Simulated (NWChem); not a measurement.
# GaH$_{2}$F; SMILES [F][GaH2]

```xyz
4

Ga     0.0000     0.0000    -0.3582
H      0.0000     1.4309    -1.0015
H      0.0000    -1.4309    -1.0015
F      0.0000     0.0000     1.4038
```
Atoms are numbered in this order, from 1.

Coordinates come from a B3LYP/6-31G* (spherical d) optimisation.

Problem. Give the principal values of the shielding tensors (ppm) of Ga1, F4 from PBE0/pcSseg-1, GIAO (NWChem), with their diamagnetic and paramagnetic parts as GIAO splits them.

Solution. 
```json
[
 {"atom": "Ga1", "σ11": "1141.5", "σ22": "1263.1", "σ33": "1673.6", "isotropic": "1359.4", "diamagnetic": "2638.6", "paramagnetic": "-1279.2"},
 {"atom": "F4", "σ11": "71.9", "σ22": "289.9", "σ33": "459.0", "isotropic": "273.6", "diamagnetic": "477.8", "paramagnetic": "-204.2"}
]
```
